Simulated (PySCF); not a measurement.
Methylsilyliodide, CH5ISi.
SMILES with atom numbers: `[CH3:1][SiH2:2][I:3]` (hydrogens: H4, H5, H6 on C1; H7, H8 on Si2)

Computed with PBE0-D3(BJ)/def2-SVP geometry optimisation, gas phase, def2 core potentials past Kr in PySCF.

Task: List the bond lengths and angles at this level.

Result: 
```
               bond  length (Å)   order
             C1–Si2       1.869  single
             Si2–I3       2.461  single
C1–H4, C1–H5, C1–H6       1.101  single
     Si2–H7, Si2–H8       1.491  single
```

Bonds in one row agree within 0.01 Å and their mean is given. Orders are formal, as drawn. A selection of angles:
```
    angle  degrees
Si2–C1–H4    110.7
Si2–C1–H6    109.9
 H4–C1–H5    108.4
 H4–C1–H6    108.6
C1–Si2–I3    109.5
C1–Si2–H7    111.8
I3–Si2–H7    107.0
H7–Si2–H8    109.4
```

Si2 (SiH2 silicon) is tetrahedral (angles from 107.0° to 111.8°).

Point group: Cs (tolerance 0.08 Å). Not checked by PBE0-D3(BJ)/def2-SVP frequencies.

Time: 12 s of wall time; peak memory 0.37 GiB. Hardware: one thread of an Intel Xeon Platinum 8375C at 2.90 GHz, shared host. That covers the optimisation of the geometry.
